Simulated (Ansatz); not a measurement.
Reaction (formal exchange of groups at a C–C bond): `CC#N` + `N#[C][GeH3]` → `N#[C][GeH2][C]#N` + CH₄

Calculated with Ansatz (gas phase, PBE0-D4/def2-TZVP geometries, no zero-point term in ΔE). CBS: MP2 limit from def2 TZ/QZ plus the TZ coupled-cluster correction, frozen cores. This one scheme is used for every species. Functionals use def2-TZVPP. B3LYP here is the variant with VWN-RPA as its local correlation; programs differ in this. For Ge outer-core shells are correlated without core-valence functions, which leaves a few kJ/mol of doubt a bond. Scalar relativity is left out up to krypton.

```json
{"level": "PBE-D4", "ΔE (kJ/mol)": "-10.6", "difference from CCSD(T)/CBS": "10.0"}
{"level": "B3LYP-D4", "ΔE (kJ/mol)": "-14.8", "difference from CCSD(T)/CBS": "5.8"}
{"level": "r2SCANh-D4", "ΔE (kJ/mol)": "-12.5", "difference from CCSD(T)/CBS": "8.1"}
{"level": "PBE-QIDH", "ΔE (kJ/mol)": "-15.5", "difference from CCSD(T)/CBS": "5.1"}
{"level": "PBE", "ΔE (kJ/mol)": "-9.0", "difference from CCSD(T)/CBS": "11.6"}
{"level": "revPBE", "ΔE (kJ/mol)": "-11.8", "difference from CCSD(T)/CBS": "8.8"}
{"level": "BLYP", "ΔE (kJ/mol)": "-13.9", "difference from CCSD(T)/CBS": "6.7"}
{"level": "r2SCANh", "ΔE (kJ/mol)": "-12.0", "difference from CCSD(T)/CBS": "8.6"}
{"level": "CAM-B3LYP", "ΔE (kJ/mol)": "-11.1", "difference from CCSD(T)/CBS": "9.5"}
{"level": "RPA@PBE/def2-TZVPP", "ΔE (kJ/mol)": "-27.0", "difference from CCSD(T)/CBS": "-6.4"}
{"level": "HF/def2-SVP", "ΔE (kJ/mol)": "-8.1", "difference from CCSD(T)/CBS": "12.5"}
{"level": "CCSD/def2-SVP", "ΔE (kJ/mol)": "-14.1", "difference from CCSD(T)/CBS": "6.5"}
{"level": "HF/def2-TZVPP", "ΔE (kJ/mol)": "-13.3", "difference from CCSD(T)/CBS": "7.3"}
{"level": "MP2/def2-TZVPP", "ΔE (kJ/mol)": "-27.3", "difference from CCSD(T)/CBS": "-6.7"}
{"level": "HF/def2-QZVPP", "ΔE (kJ/mol)": "-12.2", "difference from CCSD(T)/CBS": "8.4"}
{"level": "CCSD/CBS(def2)", "ΔE (kJ/mol)": "-18.6", "difference from CCSD(T)/CBS": "2.0"}
{"level": "CCSD(T)/CBS", "ΔE (kJ/mol)": "-20.6", "difference from CCSD(T)/CBS": "0"}
```

Largest T1 diagnostic among the species: 0.014.

In def2-TZVPP, CCSD(T) changes the Hartree–Fock value by −11.1 kJ/mol (the triples alone add −2.0 kJ/mol) and MP2 by −14.0 kJ/mol. Leaving LDA and LC-ωPBE aside and taking each functional with its dispersion term where it has one, the values, not all of them listed here, spread over 9.0 kJ/mol, from B2PLYP to PBE0-D4. LDA lies +11.3 kJ/mol from PBE without D4.
